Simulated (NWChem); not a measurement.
**Atomisation of C$_{4}$H$_{5}$FSi**

```xyz
11

F     -3.6088     0.6095    -0.0778
C     -2.3299     0.4455     0.2656
C     -1.3855     0.1318    -0.6520
C     -0.0207    -0.0495    -0.3241
C      1.1776    -0.2139    -0.0666
Si     2.9517    -0.4568     0.3178
H     -2.1414     0.5901     1.3426
H     -1.7029     0.0136    -1.7035
H      3.5646     0.8353     0.7833
H      3.1096    -1.4851     1.4037
H      3.6767    -0.9271    -0.9121
```
Charge 0, spin multiplicity 1.

All runs are NWChem calculations. The geometry was optimised at PBE/def2-SVP, with no frequency check, so it may be a saddle point. It is one conformer; others weren't searched.

Basis set: def2-SVP. The atomisation energy is electronic alone: no zero-point, thermal, spin-orbit or counterpoise terms. No value is extrapolated to the basis-set limit. Free atoms are single determinants with multiplicities F 2, C 3, Si 3, H 2. Correlated methods freeze the same cores in atoms and molecule, 10 orbitals in all.

Costs are rough ratios of processor time within this set of runs, SCF included, with HF as 1. Costs are the molecule's.

B3LYP has NWChem's definition, with VWN1-RPA local correlation. The structure started from a generated list of species. The stability of the SCF solutions was not checked. Open-shell Hartree-Fock references start from PBE0 orbitals; any time given for them includes that run.

```json
[
 {"method": "BHandHLYP", "atomisation energy (kcal/mol)": "___", "relative cost": "under 3"},
 {"method": "M06-2X", "atomisation energy (kcal/mol)": "1087.7", "relative cost": "4"},
 {"method": "PBE0", "atomisation energy (kcal/mol)": "___", "relative cost": "under 3"},
 {"method": "PBE", "atomisation energy (kcal/mol)": "1120.9", "relative cost": "under 3"},
 {"method": "HF", "atomisation energy (kcal/mol)": "795.3", "relative cost": "1"},
 {"method": "MP2", "atomisation energy (kcal/mol)": "1052.4", "relative cost": "under 3"},
 {"method": "TPSS", "atomisation energy (kcal/mol)": "___", "relative cost": "4"},
 {"method": "B3LYP", "atomisation energy (kcal/mol)": "___", "relative cost": "under 3"}
]
```

Question: Some entries are withheld; supply them.

Answer: 
- BHandHLYP, atomisation energy (kcal/mol): 1044.2
- PBE0, atomisation energy (kcal/mol): 1092.8
- TPSS, atomisation energy (kcal/mol): 1099.6
- B3LYP, atomisation energy (kcal/mol): 1081.7
